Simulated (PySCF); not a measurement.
# How methods differ on the excitation energy of Si²⁺

Si²⁺ [Ne] 3s2 (1S) → Si²⁺ [Ne] 3s1 3p1 (3P), as a difference of total energies. Computed with PySCF 2.14 in aug-cc-pVQZ-DK (7s6p4d3f2g, 84 functions), with scalar relativity by spin-free X2C-1e. Correlated levels: valence: [Ne] frozen. The calculations carry no spin-orbit coupling.

| method | excitation energy (eV) |
| --- | --- |
| UHF | 5.331 |
| LDA | 6.627 |
| PBE | 6.435 |
| PBE0 | 6.279 |
| r2SCAN | 5.863 |
| wB97X-V | 6.459 |
| TPSS | 6.220 |
| CAM-B3LYP | 6.617 |
| revPBE | 6.326 |
| MP2 (valence) | 6.156 |
| SCS-MP2 (valence) | 6.389 |

Question: How much does correlation contribute at MP2 (valence)?

Answer: 6.156 − (5.331) = 0.825 eV, measured against UHF.

A first-order spin-orbit estimate (lowest level to lowest level, LS coupling) adds -0.028 eV.
